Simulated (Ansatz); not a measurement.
Cost and result for the atomization energy of `[CH3][GeH2][SiH2]P` (13 atoms, 12 bonds).

Cartesian coordinates in Å:
```
C 1.033 -1.733 -0.376
Ge -0.223 -0.527 -1.274
Si -0.488 1.486 -0.030
P -1.242 0.960 2.035
H 2.004 -1.249 -0.259
H 0.657 -2.005 0.611
H 1.165 -2.643 -0.962
H -1.590 -1.224 -1.426
H 0.296 -0.198 -2.689
H 0.802 2.231 0.005
H -1.508 2.364 -0.666
H -0.882 2.205 2.615
H -0.024 0.334 2.417
```

Charge 0, multiplicity 1. Correlated methods include outer-core shells of Ge, which these sets cover unevenly. Scalar relativity is left out up to krypton. Geometry: relaxed with PBE0-D4/def2-TZVP. It is one conformer, not always the lowest. Program: Ansatz. All runs use 4 threads of an AMD EPYC on a shared host. Times are those of one run each, without the atoms' runs, and a repeat can differ threefold. Electronic energies, without spin–orbit coupling; frozen cores. CCSD(T)/CBS adds CCSD(T) − MP2 in def2-TZVPP to the MP2 limit, and its time is that of the two runs behind it. T1 = 0.012. With those shells the extrapolation isn't a true limit. B3LYP takes the VWN-RPA correlation (the form of Gaussian; ORCA's B3LYP/G).

CCSD(T)/CBS is a level of theory with its own doubt, some kJ/mol a heavy atom from the limit and from the frozen cores, so smaller differences don't rank the functionals.

```
                             level  functions  wall time
   PBE-D4/def2-TZVPP (with forces)        289       17 s
                PBE0-D4/def2-TZVPP        289       23 s
r2SCAN-D4/def2-TZVPP (with forces)        289       25 s
 B3LYP-D4/def2-TZVPP (with forces)        289       34 s
                 B2PLYP/def2-TZVPP        289       38 s
                ωB97X-V/def2-TZVPP        289       44 s
  ωB97M-V/def2-TZVPP (with forces)        289       59 s
                    MP2/def2-QZVPP        556      120 s
                CCSD(T)/def2-TZVPP        289     13 min
                 CCSD(T)/CBS(def2)          –     15 min
```

Q: What atomization energy does each give, and how far from CCSD(T)/CBS? (Best estimate.)

A: Ansatz gave: 
```tsv
level	atomization (kcal/mol)	difference from CCSD(T)/CBS	per bond
PBE-D4/def2-TZVPP (with forces)	945.3	-3.2	-0.3
PBE0-D4/def2-TZVPP	941.1	-7.4	-0.6
r2SCAN-D4/def2-TZVPP (with forces)	947.6	-0.9	-0.1
B3LYP-D4/def2-TZVPP (with forces)	947.2	-1.3	-0.1
B2PLYP/def2-TZVPP	932.5	-16.0	-1.3
ωB97X-V/def2-TZVPP	956.5	8.0	0.7
ωB97M-V/def2-TZVPP (with forces)	947.6	-0.9	-0.1
MP2/def2-QZVPP	929.1	-19.4	-1.6
CCSD(T)/def2-TZVPP	926.8	-21.7	-1.8
CCSD(T)/CBS(def2)	948.5	0.0	0.0
```

In def2-TZVPP, CCSD(T) changes the Hartree–Fock value by +225.8 kcal/mol (the triples alone add +10.1 kcal/mol) and MP2 by +215.6 kcal/mol; breaking electron pairs costs correlation energy, which Hartree–Fock lacks. The D4 term adds +11.7 kcal/mol with B3LYP and +6.3 kcal/mol with PBE0; it sums over pairs of atoms, weighted by their polarisabilities, and B3LYP, whose exchange is more repulsive, gets the larger term. From PBE to PBE0 (25 % exact exchange), in def2-TZVPP and without D4, the atomization energy moves by −3.3 kcal/mol: exact exchange takes away binding that semilocal exchange gives to molecules.
